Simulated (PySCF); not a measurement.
Choosing a molecule for a target property.

Each SMILES stands for a single optimised conformer of the isolated species, non-relativistic unless stated. Electronic properties by PySCF.

The conformers computed, where there is a choice (atom-mapped SMILES and torsion angles):
- `[CH3:1][O:2][CH2:3][C@H:4]([CH3:5])[SiH3:6]`: C1–O2–C3–C4 173°, O2–C3–C4–C5 85°
- `[CH3:1]/[CH:2]=[CH:3]\[C:4](=[CH:5]\[CH2:6][CH3:7])[C:8]([CH3:9])=[O:10]`: C2–C3–C4–C5 151°, C4–C5–C6–C7 113°, C3–C4–C8–C9 -54°

Task: Wanted: dipole moment above 1 D (PBE0/pcSseg-1) and HOMO energy below -7.4 eV (PBE0/pcSseg-1), at GFN2-xTB geometries. Which candidate meets both?
A. `C#CC1=CC1=C`
B. `COC[C@H](C)[SiH3]`
C. `C/C=C\C(=C\CC)C(C)=O`
D. `C/C(Cl)=C\F`

Result: B. Computed values:
```csv
species,dipole moment,HOMO energy
C/C(Cl)=C\F,0.48 D,-7.21 eV
C#CC1=CC1=C,1.68 D,-6.17 eV
COC[C@H](C)[SiH3],2.02 D,-7.60 eV
C/C=C\C(=C\CC)C(C)=O,2.37 D,-6.64 eV
```
